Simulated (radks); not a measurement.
Trend from Lu to Hg: ionisation energy by Delta-SCF between NIST ground configurations, and size. All-electron calculation, scalar-relativistic Kohn-Sham, PBEsol, spin-unpolarised, spherical densities, finite nucleus; Fermi nuclear charge, rms radius of each element as measured or else 0.836 A^(1/3) + 0.57 fm. Program: a radial shooting solver on a logarithmic mesh with Libxc functionals.

species       configuration  configuration of the ion  IE (eV)  NIST (eV)  kind  r at 0.001 e/bohr^3 (bohr)
Lu        [Xe] 4f14 5d1 6s2             [Xe] 4f14 6s2    5.295      5.426  exp.                        5.06
Hf        [Xe] 4f14 5d2 6s2         [Xe] 4f14 5d1 6s2    6.542      6.825  exp.                        4.98
Ta        [Xe] 4f14 5d3 6s2         [Xe] 4f14 5d3 6s1    8.503      7.550  exp.                        4.88
W         [Xe] 4f14 5d4 6s2         [Xe] 4f14 5d4 6s1    8.922      7.864  exp.                        4.78
Re        [Xe] 4f14 5d5 6s2         [Xe] 4f14 5d5 6s1    9.289      7.834  exp.                        4.68
Os        [Xe] 4f14 5d6 6s2         [Xe] 4f14 5d6 6s1    9.620      8.438  exp.                        4.59
Ir        [Xe] 4f14 5d7 6s2         [Xe] 4f14 5d7 6s1    9.924      8.967  exp.                        4.51
Pt        [Xe] 4f14 5d9 6s1             [Xe] 4f14 5d9    9.219      8.959  exp.                        4.34
Au       [Xe] 4f14 5d10 6s1            [Xe] 4f14 5d10    9.432      9.226  exp.                        4.27
Hg                     [Hg]        [Xe] 4f14 5d10 6s1   10.733     10.438  exp.                        4.30

Reference values: NIST Atomic Spectra Database (exp. = measured, semi-emp. = semi-empirical, theory = theoretical value adopted there). Spin polarisation and multiplet splitting are left out, so open shells lie too high by an amount that depends on their filling. Spin-orbit splitting is averaged out at the scalar-relativistic level.

Beside tabulated values, note that spin-unpolarised runs miss the spin-polarisation part of the exchange energy of open shells.
